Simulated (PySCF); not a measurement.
PySCF job for C2H3BF2O, SMILES OB(F)/C=C/F, PBE0/pcSseg-1. Geometry optimised at PBE0-D3(BJ)/def2-SVP. The structure was generated by enumeration; whether it is a known compound was not checked. One conformer was computed; it need not be the lowest.

```python
import numpy as np
from pyscf import gto, scf, dft
from pyscf.prop.nmr import rks as nmr

mol = gto.M(
    atom='''
    O    -0.76663222    2.20548200    0.00000000
    B    -0.01664817    1.08294792    0.00000000
    F     1.30585719    1.25963414    0.00000000
    C    -0.58664458   -0.36062920   -0.00000000
    C     0.24685836   -1.40295301   -0.00000000
    F    -0.16286937   -2.66010341    0.00000000
    H    -1.71128951    2.02866684   -0.00000000
    H    -1.65993151   -0.58021003    0.00000000
    H     1.33934668   -1.32133569   -0.00000000
    ''',
    basis='pcSseg-1',
    charge=0,
    spin=0,
    max_memory=1600,
    verbose=3,
)
mf = dft.RKS(mol, xc='pbe0')
mf.grids.level = 3
mf.conv_tol = 1e-10
mf.max_cycle = 100
mf.kernel()
n = nmr.NMR(mf)
n.verbose = 2
n.max_cycle_cphf = 60
sigma = n.kernel()
print('atom   isotropic/ppm   span/ppm')
for i, s in enumerate(sigma):
    w = np.linalg.eigvalsh((s + s.T) / 2)
    print(f'{mol.atom_symbol(i):2s}{i + 1:3d} {w.mean():14.3f} {w[2] - w[0]:11.3f}')
```

Output:

```
converged SCF energy = -377.449420226985
atom   isotropic/ppm   span/ppm
O   1        194.375     202.109
B   2         73.388      38.545
F   3        285.915     265.906
C   4         83.972     172.819
C   5          6.360     187.092
F   6        241.520     277.223
H   7         27.175      13.011
H   8         26.433       4.753
H   9         23.997       7.031
```

Self-consistency was reached.
